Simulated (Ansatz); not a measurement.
Abridged output of a molecular run in Ansatz:

```
Functional definition: HF
1589 factors; integrals over basis functions are off by at most 1.0e-3 eV
mean field evaluation 1: about -31843.3870 eV, gradient 4.8e1 eV
mean field evaluation 2: about -31843.6704 eV, gradient 4.8e1 eV
mean field evaluation 4: about -31848.4036 eV, gradient 3.9e0 eV
mean field evaluation 8: about -31848.4834 eV, gradient 3.1e-1 eV
mean field -31848.48383895 eV, -1170.4101934036 hartree, gradient 9.0e-6 eV, S^2 0.000000; 0 other end points of the search recorded, 0 dependent functions left out
17 core orbitals not correlated: weight in the atoms' cores, before any rotation towards them, 1.000 or more for the frozen orbitals, at most 0.000 for the correlated occupied ones
reference -31848.48383895 eV, -1170.4101934036 hartree; 16, 16 occupied and 239, 239 virtual orbitals, 1589 factors
second order -24.16669701 eV of doubles, -0.00000000 eV of singles
cycle   1  -24.93464312 eV  change   -7.7e-1 eV  update   1.0e-1
cycle   2  -25.52004775 eV  change   -5.9e-1 eV  update   3.0e-2
cycle   3  -25.63720620 eV  change   -1.2e-1 eV  update   1.5e-2
cycle   4  -25.62427061 eV  change    1.3e-2 eV  update   3.8e-3
cycle   5  -25.62259517 eV  change    1.7e-3 eV  update   1.7e-3
cycle   6  -25.62305578 eV  change   -4.6e-4 eV  update   4.8e-4
cycle   7  -25.62276027 eV  change    3.0e-4 eV  update   1.7e-4
cycle   8  -25.62272650 eV  change    3.4e-5 eV  update   5.0e-5
cycle   9  -25.62274697 eV  change   -2.0e-5 eV  update   1.9e-5
perturbative correction -0.98115029 eV, -0.0360566080 hartree
Total energy: -31875.08773620 eV, -1171.3878685950 hartree
```

Its atoms:

```xyz
11

N    -1.563   -0.435    0.894
Si   -0.367   -0.444   -0.307
O    -0.944    0.116   -1.740
Si    1.504    0.765    0.401
Cl    0.187   -2.416   -0.598
H    -1.830    0.426    1.344
H    -2.316   -1.105    0.884
H    -0.408   -0.024   -2.522
H     1.089    2.117    0.870
H     2.200    0.064    1.510
H     2.449    0.935   -0.737
```

Problem. Which basis set was used?
A. cc-pV(Q+d)Z
B. def2-TZVPP
C. def2-QZVPP
D. def2-SVPD

Solution. B. It gives 272 functions.

Problem. Write the keys of the input that set method, charge and spin (a neutral closed shell needs none for the last two).

Solution. 
```yaml
correlation: {method: ccsd_t}
```
